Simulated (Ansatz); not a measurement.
Start from `[CH3][Ga]([F])[SeH]` and change one atom or group to get `B[CH2][Ga]([CH3])[F]`.

Ansatz, PBE0-D4/def2-TZVP geometries, multiplicity 1. Each molecule was computed in one conformer, which needn't be the lowest.

Scalar relativity is left out up to krypton.

| property | `[CH3][Ga]([F])[SeH]` |
| --- | --- |
| size of the dipole moment (B3LYP/def2-TZVPP) / D | 2.11 |
| HOMO–LUMO gap (PBE/def2-TZVPP) / eV | 4.75 |
| size of the dipole moment (ωB97M-V/def2-TZVPP) / D | 2.08 |
| LUMO energy (PBE0/def2-TZVPP) / eV | -0.78 |
| LUMO energy (B3LYP/def2-TZVPP) / eV | -1.05 |
| HOMO energy (PBE0/def2-TZVPP) / eV | -7.44 |

Task: What does the change do to each property? (Estimate.)

Result: Ansatz gave: 
```tsv
property	`B[CH2][Ga]([CH3])[F]`	shift
size of the dipole moment (B3LYP/def2-TZVPP) / D	2.60	0.49
HOMO–LUMO gap (PBE/def2-TZVPP) / eV	4.40	-0.35
size of the dipole moment (ωB97M-V/def2-TZVPP) / D	2.58	0.50
LUMO energy (PBE0/def2-TZVPP) / eV	-1.78	-1.00
LUMO energy (B3LYP/def2-TZVPP) / eV	-2.02	-0.97
HOMO energy (PBE0/def2-TZVPP) / eV	-8.25	-0.81
```

With PBE0 the HOMO falls by 0.81 eV and the LUMO falls by 1.00 eV, so the gap narrows by about 0.19 eV. PBE moves the HOMO by -0.75 eV and ωB97M-V by -0.81 eV. Dipoles are sizes alone; their direction can turn.

B3LYP here is the variant with VWN-RPA as its local correlation; programs differ in this.

Spin–orbit coupling is left out; it splits and shifts lone-pair levels of the heavy atoms by tenths of an eV.
